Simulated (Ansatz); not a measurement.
Relaxation of ClH8NO2SiTi (14 atoms, charge 0, multiplicity 1), to a largest force component of 0.03 eV/Å in at most 50 steps.

Computed with RKS PBE/def2-SVP in Ansatz.

```xyz
14
Properties=species:S:1:pos:R:3:forces:R:3
Ti -0.443 -0.694 -0.544 0.09 0.16 0.15
N 0.604 -0.136 2.481 -0.44 -0.34 -0.32
H 0.215 0.615 3.068 0.03 0.00 -0.02
H 1.306 -0.622 3.055 0.00 0.00 0.00
O 1.274 -1.097 -0.771 -0.01 0.00 0.04
Si 2.937 -1.327 -0.864 0.03 -0.02 -0.02
H 3.191 -2.667 -1.498 0.03 0.01 0.00
H 3.555 -0.246 -1.706 0.00 0.00 0.01
H 3.543 -1.304 0.512 -0.03 0.01 0.00
O -0.887 1.026 -0.402 0.02 -0.08 -0.01
H -1.528 1.574 -0.890 0.02 0.00 0.00
Cl -1.656 -1.631 -2.128 -0.02 0.02 0.01
H -1.032 -1.505 0.834 -0.12 -0.11 -0.03
H -0.176 -0.818 2.342 0.41 0.34 0.17
```

Where does it end, and by what steps?

The forces met the threshold. The force dipped under the threshold on the way, but the program's further checks kept it going. After 27 steps the energy has fallen by 0.708 eV; H14 moved furthest, 1.09 Å. Joined: Ti1–N2 (3.25 → 2.25 Å).

```
step  energy less start (eV)  largest force component (eV/Å)  accepted
   0                  0.0000                           0.441       yes
   1                 -0.0779                           0.891       yes
   2                 -0.2174                           1.099       yes
   3                 -0.4248                           0.849       yes
   4                 -0.5512                           1.220       yes
   5                 -0.6054                           0.776       yes
   6                 -0.6383                           0.354       yes
   7                 -0.6543                           0.235       yes
   8                 -0.6623                           0.149       yes
   9                 -0.6669                           0.131       yes
  10                 -0.6692                           0.150       yes
  11                 -0.6716                           0.368       yes
  12                 -0.6757                           0.061       yes
  13                 -0.6795                           0.114       yes
  14                 -0.6685                           0.626        no
  15                 -0.6836                           0.162       yes
  16                 -0.6857                           0.252       yes
  17                 -0.6873                           0.337       yes
  18                 -0.6954                           0.146       yes
  19                 -0.7001                           0.041       yes
  20                 -0.7013                           0.161       yes
  21                 -0.7049                           0.091       yes
  22                 -0.7061                           0.050       yes
  23                 -0.7066                           0.110       yes
  24                 -0.7071                           0.063       yes
  25                 -0.7075                           0.013       yes
  26                 -0.7078                           0.026       yes
  27                 -0.7079                           0.025       yes
```

```xyz
14
Properties=species:S:1:pos:R:3
Ti -0.196 -0.722 0.032
N 0.054 -0.284 2.228
H 0.708 0.500 2.360
H 0.412 -1.094 2.750
O 1.602 -0.985 0.000
Si 2.966 -1.233 -0.947
H 2.874 -2.547 -1.673
H 3.123 -0.119 -1.947
H 4.179 -1.249 -0.053
O -0.881 0.955 0.007
H -1.095 1.418 -0.824
Cl -0.856 -1.554 -1.938
H -1.138 -1.900 0.854
H -0.849 -0.017 2.641
```

Whether the end is a true minimum wasn't checked by a vibrational analysis.

Time of the run: 72 s on 4 threads of Arm Neoverse V2, with other jobs on the host, peak memory 0.25 GiB.
